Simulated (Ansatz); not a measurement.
Reaction (redistribution): `[OH][Ga]([F])[Br]` + `[OH][In]([Br])[Br]` → `[OH][Ga]([OH])[F]` + `[Br][In]([Br])[Br]`

Program: Ansatz. Geometries: PBE0-D4/def2-TZVP. ΔE: electronic, gas phase. CCSD(T)/CBS is the MP2 limit (def2-TZVPP, def2-QZVPP) plus CCSD(T) − MP2 in def2-TZVPP, frozen cores. DFT in def2-TZVPP. HSE06 is defined as in plane-wave codes. Elements past krypton have def2 core potentials. For Br, Ga, In outer-core shells are correlated without core-valence functions, which leaves a few kJ/mol of doubt a bond. Scalar relativity is left out up to krypton. Each species was taken in one conformer, which may not be the lowest.

```
             level  ΔE (kJ/mol)  difference from CCSD(T)/CBS
       LDA (SPW92)        -32.9                          3.4
           ωB97M-V        -35.0                          1.3
            r2SCAN        -32.5                          3.8
           r2SCANh        -34.6                          1.7
             HSE06        -35.1                          1.2
           LC-ωPBE        -33.8                          2.5
RPA@PBE/def2-TZVPP        -33.6                          2.7
       HF/def2-SVP        -53.0                        -16.7
    MP2/def2-QZVPP        -38.7                         -2.4
SCS-MP2/def2-QZVPP        -38.2                         -1.9
       CCSD(T)/CBS        -36.3                            0
```

Largest T1 diagnostic among the species: 0.014.

Leaving LDA and LC-ωPBE aside and taking each functional with its dispersion term where it has one, the values, not all of them listed here, spread over 12.7 kJ/mol, from BHLYP-D4 to revPBE-D4. LDA lies −3.8 kJ/mol from PBE without D4. From BLYP to BHLYP (50 % exact exchange), in def2-TZVPP and without D4, ΔE moves by −10.3 kJ/mol. In def2-TZVPP, CCSD(T) changes the Hartree–Fock value by +8.9 kJ/mol (the triples alone add +2.2 kJ/mol) and MP2 by +6.6 kJ/mol.
